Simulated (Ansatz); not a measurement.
Pulling on the C4–H7 bond in C2H6Zn (SMILES C[CH2][ZnH]) (multiplicity 1 held, fragments rigid). Energies count from the point at 1.092 Å.
Geometry at that point (charge 0, multiplicity 1):
```xyz
9

Zn    -0.1040     0.1481     0.8335
H     -0.3450     0.8644     2.1845
C      0.2022    -0.7601    -0.8850
C      0.1842     0.1511    -2.1212
H     -0.5549    -1.5440    -0.9868
H      1.1618    -1.2826    -0.8191
H      0.9537     0.9247    -2.0678
H     -0.7747     0.6615    -2.2367
H      0.3601    -0.4128    -3.0427
```

R- and RO- levels are restricted; in cc, def2 and unpolarised 6-31G sets they are followed outwards from rest. Unrestricted levels (U-) break spin symmetry where that is lower. Active spaces are followed from a long bond inwards. Curves can end on different states.

Correlated levels freeze the cores.

Programs: Ansatz (Gaussian orbitals). Values without a source in brackets are computed.

Energies in kcal/mol.

| R (Å) | R-B3LYP/def2-TZVPP | R-wB97X-V/def2-TZVPP | U-wB97X-V/def2-TZVPP | R-SCS-MP2/def2-TZVPP | CASSCF(2,2)/def2-TZVPP | SC-NEVPT2 on CASSCF(2,2)/def2-TZVPP |
|---|---|---|---|---|---|---|
| 0.874 | 27.9 | 28.9 | 28.9 | 28.3 | 30.5 | 29.0 |
| 0.983 | 5.5 | 5.8 | 5.8 | 5.5 | 6.6 | 5.9 |
| 1.092 | 0.0 | 0.0 | 0.0 | 0.0 | 0.0 | 0.0 |
| 1.202 | 3.6 | 3.6 | 3.6 | 3.8 | 2.6 | 3.3 |
| 1.311 | 12.0 | 12.1 | 12.1 | 12.5 | 9.9 | 11.4 |
| 1.475 | 28.1 | 28.9 | 28.9 | 29.4 | 24.5 | 27.3 |
| 1.639 | 45.0 | 46.8 | 46.8 | 47.3 | 39.6 | 43.7 |
| 1.912 | 70.6 | 74.7 | 74.7 | 74.7 | 61.6 | 67.7 |
| 2.185 | 91.5 | 98.3 | 95.6 | 97.3 | 77.6 | 85.3 |
| 2.513 | 110.6 | 120.9 | 106.6 | 118.1 | 89.4 | 98.6 |
| 2.950 | 128.3 | 143.5 | 111.5 | 136.6 | 96.4 | 106.8 |
| 3.496 | 141.9 | 163.3 | 113.1 | 148.1 | 99.0 | 110.0 |

Doubts at one or more of the structures used: a restricted determinant that unrestricted orbitals would lower (R-B3LYP/def2-TZVPP, R-wB97X-V/def2-TZVPP, R-SCS-MP2/def2-TZVPP); a spin-contaminated determinant (U-wB97X-V/def2-TZVPP).

Ansatz is a quantum-chemistry and plane-wave program.
